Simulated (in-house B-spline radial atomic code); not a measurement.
Radial electron density of the thallium ion Tl⁺, [Xe] 4f14 5d10 6s2. Computed with an all-electron radial atomic-structure program (B-spline basis): Dirac-Kohn-Sham RPBE, spherical fractional occupations, Fermi nucleus of rms radius 5.4759 fm.

Columns: r (bohr), 4πr²n(r) (electrons per bohr), bar.

```
0.000481    3.965 #
  0.0006     5.58 ##
0.000749    7.815 ##
0.000935    10.87 ###
 0.00117    15.04 ####
 0.00146    20.53 ######
 0.00182    27.65 ########
 0.00227    36.72 ###########
 0.00284    48.06 ##############
 0.00354    61.22 ##################
 0.00442    75.98 ######################
 0.00552     91.1 ##########################
 0.00689    104.7 ##############################
 0.00861    114.6 #################################
  0.0107    118.5 ##################################
  0.0134    116.1 ##################################
  0.0168    109.4 ################################
  0.0209    104.8 ##############################
  0.0261    108.7 ################################
  0.0326    123.9 ####################################
  0.0407    143.1 ##########################################
  0.0508    151.7 ############################################
  0.0635      141 #########################################
  0.0792    123.4 ####################################
  0.0989    122.1 ###################################
   0.124    138.3 ########################################
   0.154    138.8 ########################################
   0.193    107.6 ###############################
    0.24    81.16 ########################
     0.3    86.62 #########################
   0.375    94.11 ###########################
   0.468    73.07 #####################
   0.584     43.1 #############
   0.729    28.07 ########
    0.91    23.18 #######
    1.14    17.49 #####
    1.42    10.91 ###
    1.77     5.97 ##
    2.21    2.986 #
    2.76    1.298 
    3.45   0.4452 
    4.31   0.1127 
    5.38   0.0179 
    6.71  0.00154 
    8.38 6.082e-05
```

On this grid the curve has 4 maxima, near 0.0107, 0.0508, 0.154, 0.375 bohr.

The 5d5/2 radial function P(r) = rR(r), positive near the nucleus, with its small component Q(r) (sign convention: Q ≈ (P' + κP/r)/2c):

```tsv
r (bohr)	P	Q
0.00689	0.001415	-0.0001391
0.0107	0.004672	-0.0004562
0.0168	0.01501	-0.001454
0.0261	0.04305	-0.004138
0.0407	0.1089	-0.01043
0.0635	0.2225	-0.02158
0.0989	0.3131	-0.03271
0.154	0.1771	-0.02922
0.24	-0.2563	-0.003724
0.375	-0.4407	0.01726
0.584	0.1404	0.009055
0.91	0.8408	-0.006447
1.42	0.8508	-0.008387
2.21	0.4336	-0.003725
3.45	0.1151	-0.0008285
5.38	0.01316	-8.258e-05
```
